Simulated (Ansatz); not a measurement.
Compare A (`[OH][SnH]([Cl])[SiH2]F`) with its isomer B (`[F][SnH]([Cl])[O][SiH3]`).

Isolated molecules relaxed with PBE0-D4/def2-TZVP in Ansatz; ΔE leaves out vibrations. CCSD(T)/CBS adds triple-zeta CCSD(T) − MP2 to the extrapolated MP2 energy (def2 sets, frozen cores). DFT in def2-TZVPP. B3LYP here is the variant with VWN-RPA as its local correlation; programs differ in this. Elements past krypton have def2 core potentials. For Sn outer-core shells are correlated without core-valence functions, which leaves a few kJ/mol of doubt a bond. Each species was taken in one conformer, which may not be the lowest.

(1) Which is lower in electronic energy at CCSD(T)/CBS, and by how much? (Estimate.)

(2) Give E(B) − E(A) in kcal/mol with CCSD(T)/def2-TZVPP, PBE0-D4, CCSD/def2-TZVPP, B3LYP-D4, HF/def2-TZVPP, B3LYP, r2SCAN-D4. (An estimate is asked.)

Largest T1 diagnostic: 0.013.

Answers

(1) The calculation gave: B, by 3.8 kcal/mol.

(2) Ansatz gave: CCSD(T)/def2-TZVPP -3.8, PBE0-D4 0.0, CCSD/def2-TZVPP -3.9, B3LYP-D4 -2.4, HF/def2-TZVPP -7.7, B3LYP -2.2, r2SCAN-D4 -2.5. None reverses the order clearly.

In def2-TZVPP, CCSD(T) changes the Hartree–Fock value by +3.9 kcal/mol (the triples alone add +0.1 kcal/mol) and MP2 by +4.0 kcal/mol. From PBE to PBE0 (25 % exact exchange), in def2-TZVPP and without D4, E(B) − E(A) moves by −1.0 kcal/mol.
